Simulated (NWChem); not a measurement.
Species: CH₃BeCl; SMILES [CH3][Be][Cl]

```xyz
6

Be     0.0000     0.0000     0.4935
Cl     0.0000     0.0000    -1.3198
C      0.0000     0.0000     2.1711
H     -0.8902    -0.4952     2.5816
H      0.0162     1.0185     2.5816
H      0.8739    -0.5233     2.5816
```
Atoms are numbered in this order, from 1.

All runs use the structure optimised with B3LYP/6-31G* (spherical d). B3LYP is NWChem's, with the RPA form of VWN correlation.

 Unshifted, non-relativistic core excitations; the lowest 4 roots alone, so stronger bands may lie above.

### Question
List the first Cl K-edge excitations from B3LYP/def2-TZVP, restricted-window TDA (NWChem).

### Answer
| state | energy (eV) | dipole oscillator strength | leading excitation (squared amplitude) |
|---|---|---|---|
| S1 | 2760.7 | 0.0013 | 1s of atom 2 or its equivalents → LUMO+1 (0.99) |
| S2 | 2760.7 | 0.0013 | 1s of atom 2 or its equivalents → LUMO+2 (0.99) |
| S3 | 2760.7 | 0.0004 | 1s of atom 2 or its equivalents → LUMO (0.97) |
| S4 | 2763.2 | 0.0001 | 1s of atom 2 or its equivalents → LUMO+3 (0.97) |
